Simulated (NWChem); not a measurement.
Molecule: C$_{4}$H$_{7}$N; SMILES C(=C=CC)N

```xyz
12

C      0.4840    -2.3076     0.2019
C     -0.4188    -1.2327    -0.3599
C     -0.4028     0.0314    -0.0124
C     -0.3656     1.2895     0.3660
N      0.4958     2.2952    -0.1310
H      1.0703    -2.7829    -0.5963
H      1.1756    -1.8975     0.9431
H     -0.1056    -3.1023     0.6787
H     -1.1373    -1.5690    -1.1141
H     -0.9908     1.6259     1.1934
H      0.9299     2.0339    -1.0109
H      0.0265     3.1902    -0.2344
```
Atoms are numbered in this order, from 1.

Results from NWChem. Pople sets run with spherical d functions. All runs use the structure optimised with B3LYP/6-31G* (spherical d). Level: B3LYP/6-31G* with SMD (1 M gas to 1 M solution), gas-phase geometry.

For solvent water:

```
Quantity                                     Result
-------------------------------------------  ------
solvation free energy (kcal/mol)               -2.7
cavity-dispersion-structure term (kcal/mol)     3.6
dipole in solution (D)                         1.51
```

Problem. What are these values for solvent toluene?

Solution. The solvation free energy (kcal/mol) is -4.6, the cavity-dispersion-structure term (kcal/mol) is -1.1 and the dipole in solution (D) comes out as 1.38.
